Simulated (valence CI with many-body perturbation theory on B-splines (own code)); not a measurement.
Values are calculated unless marked as measured or tabulated.
**Ga¹⁰⁺: what each term of the Hamiltonian does**

Level of theory: relativistic CI+MBPT: three valence electrons over a frozen Dirac-Fock core [Ar], a basis of 9 s, 9 p, 10 d, 8 f, 5 g, 3 h, 1 i functions for each j, with the one-electron correlation potential Σ1 (screened to all orders), the two-electron term Σ2, the three-electron term Σ3, Breit, model QED; selected single and double excitations, second order for the rest, scaled by the run's own slope (own B-spline code, finite nucleus).

No measured spectrum was set against this ion. As an estimate, terms of the open shell hold to 2 to 4 % of their energy, and close levels can change places. Core correlation moves these levels by up to 3300 cm⁻¹, and in measured spectra 5 to 20 % of such shifts remained as error; rates that hang on mixing are uncertain with them. Only levels of the ground parity were solved; by the run's estimate the other parity begins above the list, which can be wrong where configurations are misplaced.

Each rung adds one term. CI alone is the Dirac-Coulomb CI over the frozen core; QED comes last and gives the full result, which names the levels. Energies are above 3d³ ⁴F_3/2 on the same rung, in cm⁻¹.

Names give the largest LS component (configuration and term), which can be under half, so a name can repeat, a term be missing and a line seem to break the LS rules; names also repeat where a configuration has a term twice. Letters in brackets count levels of one name in rising energy.

```tsv
Level	CI alone
3d³ ⁴F_5/2	2084
3d³ ⁴F_7/2	4739
3d³ ⁴F_9/2	7783
3d³ ⁴P_1/2	33379
3d³ ⁴P_3/2	33438
3d³ ²G_7/2	35731
3d³ ⁴P_5/2	36789
3d³ ²G_9/2	37769
3d³ ²D_3/2 [a]	44630
3d³ ²P_1/2	45479
3d³ ²H_9/2	48610
3d³ ²H_11/2	49748
3d³ ²D_5/2 [a]	51960
3d³ ²P_3/2	52689
3d³ ²F_7/2	78590
3d³ ²F_5/2	79547
```

Question: What do these energies become with core correlation, Breit and QED?

Answer: 3d³ ⁴F_5/2 2048 (-37); 3d³ ⁴F_7/2 4599 (-140); 3d³ ⁴F_9/2 7466 (-317); 3d³ ⁴P_1/2 31007 (-2372); 3d³ ⁴P_3/2 31179 (-2259); 3d³ ²G_7/2 33949 (-1782); 3d³ ⁴P_5/2 34374 (-2415); 3d³ ²G_9/2 35942 (-1827); 3d³ ²D_3/2 [a] 42841 (-1789); 3d³ ²P_1/2 44426 (-1054); 3d³ ²H_9/2 47101 (-1509); 3d³ ²H_11/2 48054 (-1693); 3d³ ²D_5/2 [a] 49311 (-2648); 3d³ ²P_3/2 51068 (-1621); 3d³ ²F_7/2 74765 (-3825); 3d³ ²F_5/2 75935 (-3613).

Question: How does the ionisation energy move along the ladder, and which term matters most?

Answer: CI alone 274.45, + Σ1 276.78, + Σ2 280.62, + Σ3 280.62, + Breit 280.59, + QED 280.60 eV. The largest step is Σ2, 3.84 eV. NIST lists 280 ± 2.4 eV (theoretical).
